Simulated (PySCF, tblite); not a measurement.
Parent: `[cH:1]1[cH:2][n-:3][n:4][n:5]1` (charge -1), [C2H2N3]-.

Computed geometry: GFN2-xTB, gas phase. One conformer each, not checked by frequencies here.

```tsv
coordinate of the parent	value
C1–C2	1.386 Å
C2–N3	1.342 Å
N3–N4	1.320 Å
N4–N5	1.320 Å
C1–N5	1.342 Å
C2–C1–N5	107.3°
C1–C2–N3	107.3°
C2–N3–N4	106.9°
N3–N4–N5	111.7°
C1–N5–N4	106.9°
```

Q: How does the shared frame change in `[cH:1]1[cH:2][cH:3][c:4](-[c:5]2[cH:6][n:7][n:8][n-:9]2)[cH:10][cH:11]1` (charge -1) with C3–C4–C5–C6 180°, [C8H6N3]-? Atoms pair as C1 = C5, C2 = C6, N3 = N7, N4 = N8, N5 = N9 (parent first).

A: 
```csv
parent,relative,value in the relative,change
C1–C2,C5–C6,1.405 Å,+0.019
C2–N3,C6–N7,1.330 Å,-0.012
N3–N4,N7–N8,1.332 Å,+0.012
N4–N5,N8–N9,1.301 Å,-0.019
C1–N5,C5–N9,1.360 Å,+0.018
C2–C1–N5,C6–C5–N9,105.6°,-1.7
C1–C2–N3,C5–C6–N7,107.9°,+0.6
C2–N3–N4,C6–N7–N8,106.9°,0.0
N3–N4–N5,N7–N8–N9,111.8°,+0.1
C1–N5–N4,C5–N9–N8,107.8°,+0.9
```

Of the parent's bonds, C1–C2, N4–N5 and C1–N5 change most and about equally (-0.019 to +0.019 Å). Bonds of the relative outside the shared frame: C1–C2 1.388, C2–C3 1.378, C3–C4 1.402, C4–C5 1.434, C4–C10 1.401, C10–C11 1.380, C1–C11 1.386 Å. Point group C2v → Cs.

Q: How does the shared frame change in `[CH3:1][C:2]([CH3:3])([CH3:4])[c:5]1[cH:6][n-:7][n:8][n:9]1` (charge -1), [C6H10N3]-? Atoms pair as C1 = C5, C2 = C6, N3 = N7, N4 = N8, N5 = N9 (parent first).

A: 
| parent | relative | value in the relative | change |
| --- | --- | --- | --- |
| C1–C2 | C5–C6 | 1.390 Å | +0.004 |
| C2–N3 | C6–N7 | 1.342 Å | 0.000 |
| N3–N4 | N7–N8 | 1.319 Å | -0.001 |
| N4–N5 | N8–N9 | 1.317 Å | -0.003 |
| C1–N5 | C5–N9 | 1.350 Å | +0.008 |
| C2–C1–N5 | C6–C5–N9 | 106.5° | -0.8 |
| C1–C2–N3 | C5–C6–N7 | 107.6° | +0.3 |
| C2–N3–N4 | C6–N7–N8 | 107.0° | +0.1 |
| N3–N4–N5 | N7–N8–N9 | 111.6° | -0.1 |
| C1–N5–N4 | C5–N9–N8 | 107.4° | +0.5 |

Of the parent's bonds, C1–N5 changes most (+0.008 Å). Bonds of the relative outside the shared frame: C1–C2 1.534, C2–C3 1.531, C2–C4 1.534, C2–C5 1.503 Å. Point group C2v → Cs.

Q: How does the shared frame change in `[CH3:1][CH:2]([CH3:3])[c:4]1[cH:5][n-:6][n:7][n:8]1` (charge -1) with C1–C2–C4–C5 60°, [C5H8N3]-? Atoms pair as C1 = C4, C2 = C5, N3 = N6, N4 = N7, N5 = N8 (parent first).

A: 
| parent | relative | value in the relative | change |
| --- | --- | --- | --- |
| C1–C2 | C4–C5 | 1.391 Å | +0.005 |
| C2–N3 | C5–N6 | 1.341 Å | -0.001 |
| N3–N4 | N6–N7 | 1.320 Å | 0.000 |
| N4–N5 | N7–N8 | 1.318 Å | -0.002 |
| C1–N5 | C4–N8 | 1.347 Å | +0.005 |
| C2–C1–N5 | C5–C4–N8 | 106.7° | -0.6 |
| C1–C2–N3 | C4–C5–N6 | 107.6° | +0.3 |
| C2–N3–N4 | C5–N6–N7 | 106.9° | 0.0 |
| N3–N4–N5 | N6–N7–N8 | 111.6° | -0.1 |
| C1–N5–N4 | C4–N8–N7 | 107.3° | +0.4 |

Of the parent's bonds, C1–C2 and C1–N5 change most and about equally (+0.005 Å). Bonds of the relative outside the shared frame: C1–C2 1.532, C2–C3 1.532, C2–C4 1.497 Å.

Q: How does the shared frame change in `[F:1][C:2]([F:3])([F:4])[c:5]1[cH:6][n-:7][n:8][n:9]1` (charge -1), [C3HF3N3]-? Atoms pair as C1 = C5, C2 = C6, N3 = N7, N4 = N8, N5 = N9 (parent first).

A: 
| parent | relative | value in the relative | change |
| --- | --- | --- | --- |
| C1–C2 | C5–C6 | 1.396 Å | +0.010 |
| C2–N3 | C6–N7 | 1.333 Å | -0.009 |
| N3–N4 | N7–N8 | 1.320 Å | 0.000 |
| N4–N5 | N8–N9 | 1.304 Å | -0.016 |
| C1–N5 | C5–N9 | 1.353 Å | +0.011 |
| C2–C1–N5 | C6–C5–N9 | 106.8° | -0.5 |
| C1–C2–N3 | C5–C6–N7 | 106.9° | -0.4 |
| C2–N3–N4 | C6–N7–N8 | 107.3° | +0.4 |
| N3–N4–N5 | N7–N8–N9 | 112.1° | +0.4 |
| C1–N5–N4 | C5–N9–N8 | 106.8° | -0.1 |

Of the parent's bonds, N4–N5 changes most (-0.016 Å). Bonds of the relative outside the shared frame: F1–C2 1.362, C2–F3 1.363, C2–F4 1.360, C2–C5 1.462 Å. Point group C2v → Cs.

Q: How does the shared frame change in `[CH2:1]=[CH:2][c:3]1[cH:4][n:5][n:6][n-:7]1` (charge -1) with C1–C2–C3–C4 0°, [C4H4N3]-? Atoms pair as C1 = C3, C2 = C4, N3 = N5, N4 = N6, N5 = N7 (parent first).

A: 
```
  parent  relative  value in the relative  change
   C1–C2     C3–C4                1.404 Å  +0.018
   C2–N3     C4–N5                1.331 Å  -0.011
   N3–N4     N5–N6                1.332 Å  +0.012
   N4–N5     N6–N7                1.304 Å  -0.016
   C1–N5     C3–N7                1.359 Å  +0.017
C2–C1–N5  C4–C3–N7                 105.7°    -1.6
C1–C2–N3  C3–C4–N5                 107.9°    +0.6
C2–N3–N4  C4–N5–N6                 106.9°     0.0
N3–N4–N5  N5–N6–N7                 111.8°    +0.1
C1–N5–N4  C3–N7–N6                 107.8°    +0.9
```

Of the parent's bonds, C1–C2 and C1–N5 change most and about equally (+0.017 to +0.018 Å). Bonds of the relative outside the shared frame: C1=C2 1.335, C2–C3 1.430 Å. Point group C2v → Cs.
